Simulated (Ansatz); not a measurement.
One change: `NBO[SiH2]Cl` becomes `Cl[SiH2]O[SiH2]Cl`.

Ansatz, PBE0-D4/def2-TZVP geometries, multiplicity 1. Each molecule was computed in one conformer, which needn't be the lowest.

```json
{"property": "HOMO–LUMO gap (ωB97M-V/def2-TZVPP) / eV", "`NBO[SiH2]Cl`": "12.85"}
{"property": "HOMO energy (PBE0/def2-TZVPP) / eV", "`NBO[SiH2]Cl`": "-8.26"}
{"property": "LUMO energy (ωB97M-V/def2-TZVPP) / eV", "`NBO[SiH2]Cl`": "2.21"}
{"property": "HOMO energy (B3LYP/def2-TZVPP) / eV", "`NBO[SiH2]Cl`": "-8.00"}
{"property": "LUMO energy (PBE0/def2-TZVPP) / eV", "`NBO[SiH2]Cl`": "0.65"}
{"property": "HOMO–LUMO gap (B3LYP/def2-TZVPP) / eV", "`NBO[SiH2]Cl`": "8.42"}
```

Q: Give the same properties after the change, and the shifts. (An estimate is asked.)

A: Computed: 
| property | `Cl[SiH2]O[SiH2]Cl` | shift |
| --- | --- | --- |
| HOMO–LUMO gap (ωB97M-V/def2-TZVPP) / eV | 13.00 | 0.15 |
| HOMO energy (PBE0/def2-TZVPP) / eV | -8.97 | -0.71 |
| LUMO energy (ωB97M-V/def2-TZVPP) / eV | 1.79 | -0.42 |
| HOMO energy (B3LYP/def2-TZVPP) / eV | -8.74 | -0.74 |
| LUMO energy (PBE0/def2-TZVPP) / eV | 0.03 | -0.62 |
| HOMO–LUMO gap (B3LYP/def2-TZVPP) / eV | 8.58 | 0.16 |

With PBE0 the HOMO falls by 0.71 eV and the LUMO falls by 0.62 eV, so the gap widens by about 0.09 eV. PBE moves the HOMO by -0.74 eV and ωB97M-V by -0.57 eV. The zero-point energy changes by -55.5 kJ/mol with -3 modes.

B3LYP here is the variant with VWN-RPA as its local correlation; programs differ in this.
